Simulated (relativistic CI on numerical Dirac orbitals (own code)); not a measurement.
Os51+: computed level list

Method of calculation: Dirac-Coulomb-Breit CI, KLI orbitals optimised for each configuration, a model potential for QED, unscaled Slater integrals (own radial code, finite nucleus).

Configurations in the expansion (outside the closed core [Ne]): 3s²3p⁶3d⁷, 3s²3p⁵3d⁸, 3s²3p⁴3d⁹, 3s3p⁶3d⁸, 3p⁶3d⁹, 3s3p⁵3d⁹, 3s²3p⁶3d⁶4s, 3s²3p⁶3d⁶4p, 3s²3p⁴3d⁸4s, 3s²3p⁶3d⁶4d, 3s²3p⁴3d⁸4p, 3s²3p⁵3d⁷4s, 3s²3p⁶3d⁶4f, 3s²3p⁴3d⁸4d, 3s3p⁵3d⁸4s, 3s²3p⁵3d⁷4p, 3s3p⁵3d⁸4p, 3s²3p⁵3d⁷4d, 3s²3p⁶3d⁵4s², 3s3p⁵3d⁸4d, 3s3p⁶3d⁷4s, 3p⁶3d⁸4s, 3s²3p⁵3d⁷4f, 3s²3p⁶3d⁵4s4p, 3p⁶3d⁸4p, 3s²3p⁶3d⁶5s, 3s3p⁶3d⁷4p, 3s²3p⁶3d⁵4p², 3s²3p⁶3d⁶5p, 3p⁶3d⁸4d, 3s²3p⁵3d⁶4s², 3s²3p⁶3d⁶5d, 3s²3p⁶3d⁶5f, 3s3p⁶3d⁶4s², 3s²3p⁵3d⁷5s, 3s²3p⁶3d⁶6s. Levels of other configurations are missing.

The lowest level is 3s²3p⁶3d⁷ ⁴F9/2, with 58 % of that term; Hund's rules for 3s²3p⁶3d⁷ give ⁴F with J = 9/2, in agreement.

```tsv
No.	Configuration	Term	J	E (eV)	%	Next component (%)	Lifetime (s)	jj configuration (%)
1	3s²3p⁶3d⁷	⁴F	9/2	0.000	58	36 ²G		3d5/2^3 (99)
2	3s²3p⁶3d⁷	²P	3/2	13.315	50	28 ²D		3d5/2^3 (99)
3	3s²3p⁶3d⁷	²D	5/2	20.860	51	23 ⁴P	3.21e-02	3d5/2^3 (97)
4	3s²3p⁶3d⁷	⁴F	7/2	74.915	84	14 ²G	1.74e-07	3d3/2^3 3d5/2^4 (99)
5	3s²3p⁶3d⁷	⁴F	9/2	82.012	37	36 ²H	3.02e-07	3d3/2^3 3d5/2^4 (99)
6	3s²3p⁶3d⁷	⁴P	3/2	85.394	36	31 ⁴F	1.99e-07	3d3/2^3 3d5/2^4 (99)
7	3s²3p⁶3d⁷	⁴P	5/2	87.739	57	22 ⁴F	3.46e-07	3d3/2^3 3d5/2^4 (98)
8	3s²3p⁶3d⁷	²P	1/2	88.995	50	50 ⁴P	2.60e-07	3d3/2^3 3d5/2^4 (100)
9	3s²3p⁶3d⁷	²H	11/2	90.729	100		3.56e-06	3d3/2^3 3d5/2^4 (100)
10	3s²3p⁶3d⁷	²F	7/2	98.117	55	42 ²G	1.43e-06	3d3/2^3 3d5/2^4 (98)
11	3s²3p⁶3d⁷	²F	5/2	102.920	62	30 ²D	6.79e-07	3d3/2^3 3d5/2^4 (98)
12	3s²3p⁶3d⁷	²D	3/2	122.011	89	5 ²P	4.53e-07	3d3/2^3 3d5/2^4 (98)
13	3s²3p⁶3d⁷	⁴F	5/2	157.420	64	31 ²D	9.28e-08	3d3/2^2 3d5/2^5 (99)
14	3s²3p⁶3d⁷	⁴P	3/2	161.752	38	35 ⁴F	1.15e-07	3d3/2^2 3d5/2^5 (99)
15	3s²3p⁶3d⁷	²H	9/2	166.587	58	36 ²G	1.78e-07	3d3/2^2 3d5/2^5 (100)
16	3s²3p⁶3d⁷	⁴P	1/2	167.558	50	50 ²P	1.50e-07	3d3/2^2 3d5/2^5 (100)
17	3s²3p⁶3d⁷	²F	7/2	169.791	44	44 ²G	1.76e-07	3d3/2^2 3d5/2^5 (97)
18	3s²3p⁶3d⁷	²D	5/2	195.889	68	22 ²F	1.37e-07	3d3/2^2 3d5/2^5 (98)
19	3s²3p⁶3d⁷	²D	3/2	246.327	52	25 ⁴F	6.85e-08	3d3/2 3d5/2^6 (99)
20	3s²3p⁵3d⁸	⁴G°	11/2	430.569	91	9 ²H°	7.94e-12	3p3/2^3 3d5/2^4 (98)
21	3s²3p⁵3d⁸	²D°	5/2	442.900	57	18 ²F°	2.22e-12	3p3/2^3 3d5/2^4 (99)
22	3s²3p⁵3d⁸	²F°	7/2	444.182	55	37 ⁴D°	3.92e-12	3p3/2^3 3d5/2^4 (98)
23	3s²3p⁵3d⁸	⁴F°	9/2	451.018	58	35 ²G°	8.31e-13	3p3/2^3 3d5/2^4 (99)
24	3s²3p⁵3d⁸	²P°	1/2	463.097	49	33 ²S°	6.91e-13	3p3/2^3 3d5/2^4 (98)
25	3s²3p⁵3d⁸	⁴D°	7/2	477.128	48	35 ²F°	3.96e-13	3p3/2^3 3d5/2^4 (94)
26	3s²3p⁵3d⁸	²P°	3/2	477.720	54	18 ⁴D°	1.55e-12	3p3/2^3 3d5/2^4 (97)
27	3s²3p⁵3d⁸	²D°	5/2	480.061	55	14 ²F°	7.20e-13	3p3/2^3 3d5/2^4 (97)
28	3s²3p⁵3d⁸	²P°	3/2	488.267	41	25 ²D°	4.37e-13	3p3/2^3 3d5/2^4 (93)
29	3s²3p⁵3d⁸	⁴G°	9/2	514.605	66	24 ²G°	2.36e-12	3p3/2^3 3d3/2^3 3d5/2^5 (99)
30	3s²3p⁵3d⁸	⁴D°	7/2	520.532	33	32 ⁴F°	1.57e-12	3p3/2^3 3d3/2^3 3d5/2^5 (99)
```

Energies count from the lowest computed level; ° marks odd parity; lifetimes are radiative, by E1, M1, E2, M2 decay to levels of this space only; some are left blank where a channel outside the calculation adds to the decay or the decay crosses a small, uncertain gap. Filled j subshells are mostly left out of the jj labels.

The mean weight of the leading LS term, summed over parents, in these 30 levels is 57 %, and that of the leading jj configuration (from the same eigenvectors) 98 %, so jj coupling describes them better and the LS labels are nominal.

At this charge energies of transitions that change n are usually good to better than 1 %, and those within a shell (Δn = 0) to a few per cent.

LS names give the leading component of a level, which can be under half, so a name can repeat, a term be missing and a line seem to break the LS rules.
